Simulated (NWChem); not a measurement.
## Correlation energy of bromine (Br2)

```
Br
Br 1 2.2983
```
Charge 0, spin multiplicity 1.

Program: NWChem. Structure: optimised with PBE0/def2-SVP, a minimum by its harmonic frequencies.

Basis set: def2-TZVP. Each correlation energy counts from its own Hartree-Fock reference.

The Hamiltonian is non-relativistic. The correlated methods keep 18 core orbitals frozen. No row is a measurement; the coupled-cluster row has its own basis-set and correlation limits.

Q: Order these methods by the correlation energy they give, lowest first: SCS-MP2, CCSD(T), CCSD, CR-CCSD[T], MP2.

A: CCSD(T) (-578.2 mHa), CR-CCSD[T] (-574.4 mHa), CCSD (-558.8 mHa), MP2 (-547.2 mHa), SCS-MP2 (-512.4 mHa)
